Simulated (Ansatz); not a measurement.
A run for Ansatz (an electronic-structure program): R-PBE0/def2-TZVPP on C2H2O2 (SMILES O=CC=O), a point of a torsion scan.

Ansatz 0.2 input:
```yaml
crystal:
  periodic: [false, false, false]
  atoms:
    - {symbol: O, position_ang: [1.53816198, -0.07470243, -0.90278020]}
    - {symbol: C, position_ang: [0.75738305, -0.06212029, -0.00006072]}
    - {symbol: C, position_ang: [-0.74973932, -0.00658700, -0.12213484]}
    - {symbol: O, position_ang: [-1.44294794, -0.80855483, -0.67073269]}
    - {symbol: H, position_ang: [1.07846117, -0.07368777, 1.06420179]}
    - {symbol: H, position_ang: [-1.16575940, 0.88904229, 0.38842519]}
basis:
  gaussian:
    orbitals: def2-TZVPP
hamiltonian:
  xc: {name: PBE0}
scf: {lower_state_search: off}
```

Output:

```
WARN ansatz: RAYON_NUM_THREADS=1 ignored (pool sized by the plan → 1); use --threads N
Functional definition: PBE0
these checks for a lower state are left out or cut short: stability, starts, cluster_reference, orbital_swaps, neighbouring_geometries, increment
integrals: 0.05 GiB planned
780 factors; their error is unknown
mean field: 0.50 GiB planned
mean field evaluation 1: about -6190.3072 eV, gradient 5.1e1 eV
mean field evaluation 2: about -6180.3022 eV, gradient 9.1e1 eV
mean field evaluation 4: about -6194.7064 eV, gradient 2.6e0 eV
mean field evaluation 8: about -6194.7208 eV, gradient 2.4e-2 eV
mean field evaluation 16: about -6194.7326 eV, gradient 1.9e-5 eV
mean field -6194.73259520 eV, -227.6522239330 hartree, gradient 7.7e-6 eV, S^2 0.000000; 0 other end points of the search recorded, 0 dependent functions left out
reference -6194.73261900 eV, -227.6522248078 hartree; 15, 15 occupied and 137, 137 virtual orbitals, 780 factors
Total energy: -6194.73261900 eV, -227.6522248078 hartree
Checks for a lower state left out: stability, starts, cluster_reference, orbital_swaps, neighbouring_geometries, increment
```

The calculation finished and met its thresholds.

Cost: about 2.4 core-seconds (a rough figure).
